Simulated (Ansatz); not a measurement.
Consider the ligand exchange at the Hf–Cl bond: `[SH][Hf]([Cl])([Cl])[Cl]` + H₂S → `[SH][Hf]([SH])([Cl])[Cl]` + HCl.

Calculated with Ansatz (gas phase, PBE0-D4/def2-TZVP geometries, no zero-point term in ΔE). CCSD(T)/CBS is the MP2 limit (def2-TZVPP, def2-QZVPP) plus CCSD(T) − MP2 in def2-TZVPP, frozen cores. This one scheme is used for every species. DFT in def2-TZVPP. Elements past krypton have def2 core potentials. For Hf outer-core shells are correlated without core-valence functions, which leaves a few kJ/mol of doubt a bond. One conformer a species, not always the lowest.

```csv
level,ΔE (kJ/mol)
B97M-V,69.3
ωB97X-V,69.8
r2SCAN0,68.0
HF/def2-SVP,85.5
```

Task: What does CCSD(T)/CBS give? (An estimate is asked.)

Result: Ansatz gave: +65.3 kJ/mol. The listed levels differ from it by 4.0, 4.5, 2.7, 20.2 kJ/mol.

Task: What do rigid-rotor, harmonic-oscillator terms from PBE0-D4/def2-TZVP frequencies (298.15 K, 1 bar) make of the CCSD(T)/CBS value? (Estimate.)

Result: Ansatz gave: ΔZPE = -2.1 kJ/mol, ΔH = +64.2 kJ/mol, ΔS = -5 J/(mol·K), ΔG = +65.8 kJ/mol.

Largest T1 diagnostic among the species: 0.015.

In def2-TZVPP, CCSD(T) changes the Hartree–Fock value by −16.6 kJ/mol (the triples alone add −2.8 kJ/mol) and MP2 by −18.1 kJ/mol. Leaving LDA and LC-ωPBE aside and taking each functional with its dispersion term where it has one, the values, not all of them listed here, spread over 9.7 kJ/mol, from PBE-D4 to BHLYP-D4. LDA lies −3.1 kJ/mol from PBE without D4.
